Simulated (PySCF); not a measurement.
GeH4O2, SMILES [OH][GeH2][OH].

Geometry: PBE0-D3(BJ)/def2-TZVP. Other conformers were not sampled.

Method: M06-2X/def2-TZVPD in PySCF.

The molecule is in vacuum.

Computed frontier levels, gap, dipole moment and polarisability:
The highest occupied level comes out as -10.43 eV and the lowest empty level comes out as 0.07 eV. The orbital gap is 10.50 eV. The dipole moment is 0.016 e·Å, the quadrupole, principal values (traceless, Buckingham form, about the centre of nuclear charge) is -10.16, 3.66, 6.50 D·Å and the mean static polarisability is 38.5 bohr³ (5.71 Å³). The polarisability, principal values comes out as 38.0, 38.3, 39.3 bohr³.
